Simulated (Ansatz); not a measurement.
Reaction (ligand exchange at the Si–O bond): `O[SiH2][SiH2]Cl` + CH₃OH → `CO[SiH2][SiH2]Cl` + H₂O

Computed with Ansatz on PBE0-D4/def2-TZVP structures; ΔE is electronic, products minus reactants. CCSD(T)/CBS adds triple-zeta CCSD(T) − MP2 to the extrapolated MP2 energy (def2 sets, frozen cores). This one scheme is used for every species. Functionals use def2-TZVPP. B3LYP here is the variant with VWN-RPA as its local correlation; programs differ in this. One conformer a species, not always the lowest.

| level | ΔE (kJ/mol) |
| --- | --- |
| LDA (SPW92) | 1.0 |
| r2SCAN-D4 | 0.0 |
| B97M-V | -0.6 |
| r2SCANh-D4 | -0.5 |
| BHLYP-D4 | -4.0 |
| PBE-QIDH | -2.3 |
| PBE | 2.4 |
| B3LYP | 0.5 |

Question: What does CCSD(T)/CBS give? (Estimate.)

Answer: Ansatz gave: -5.3 kJ/mol. The listed levels differ from it by 6.3, 5.3, 4.7, 4.8, 1.3, 3.0, 7.7, 5.8 kJ/mol.

Question: What do rigid-rotor, harmonic-oscillator terms from PBE0-D4/def2-TZVP frequencies (298.15 K, 1 bar) make of the CCSD(T)/CBS value? (Best estimate.)

Answer: Computed: ΔZPE = -4.5 kJ/mol, ΔH = -6.6 kJ/mol, ΔS = -6 J/(mol·K), ΔG = -4.9 kJ/mol. Modes under 50 cm⁻¹ make the entropy rough.

Largest T1 diagnostic among the species: 0.011.

Leaving LDA and LC-ωPBE aside and taking each functional with its dispersion term where it has one, the values, not all of them listed here, spread over 4.0 kJ/mol, from BHLYP-D4 to PBE-D4. The D4 term adds −3.6 kJ/mol with B3LYP and −2.2 kJ/mol with PBE0; it sums over pairs of atoms, weighted by their polarisabilities, and B3LYP, whose exchange is more repulsive, gets the larger term.
